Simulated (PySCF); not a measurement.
# Computed vibrations of PrH3(H2O)

PrH3(H2O) (singlet in the valence; each metal's 4f electrons, 2 of them, lie in its core potential, out of spins and levels). PySCF 2.14.0, RKS PBE0, Pr lcecp-1-SVP with ECP48, H def2-SVP, O def2-SVP; non-relativistic Hamiltonian with scalar-relativistic core potentials where named; density fitting; no spin-orbit coupling. Central differences of gradients.

```xyz
7

Pr    0.1478   -0.1681    0.1681
H     0.8895    1.6826    0.8986
H    -0.9747   -1.4307    1.4307
H     0.8895   -0.8986   -1.6826
O    -1.2183    1.3073   -1.3073
H    -1.0660    2.2510   -1.1532
H    -1.0660    1.1532   -2.2510
```

Run from Python with OMP_NUM_THREADS=2. Where DIIS fails, smearing, a level shift and second-order steps follow.
It took 45 s on 2 threads of Arm Neoverse V2 (shared host).

(1) What are the harmonic wavenumbers and infrared intensities?

(2) Is this a minimum?

An lcecp potential fixes the number of 4f electrons, so in runs with it no electron can move into or out of that shell.

Answers

(1) Modes are labelled in Cs; negative numbers are unstable modes, those under 60 cm⁻¹ near the noise; a finer grid moves soft modes by up to 10 cm⁻¹.
```tsv
cm⁻¹	km/mol	symmetry
-147	–	a''
67	872.6	a'
174	94.1	a'
244	24.0	a''
308	148.6	a'
389	97.1	a'
499	33.9	a''
575	99.1	a''
585	127.5	a'
1315	1135.0	a''
1330	1116.4	a'
1386	86.2	a'
1604	89.8	a'
3810	103.2	a'
3905	160.1	a''
```

(2) No: 1 unstable; the lowest moves the atoms so:
```
Pr   0.00  0.00  0.00
H    0.40 -0.29  0.29
H    0.00 -0.08 -0.08
H   -0.40  0.29 -0.29
O    0.00 -0.02 -0.02
H   -0.35  0.06 -0.21
H    0.35 -0.21  0.06
```
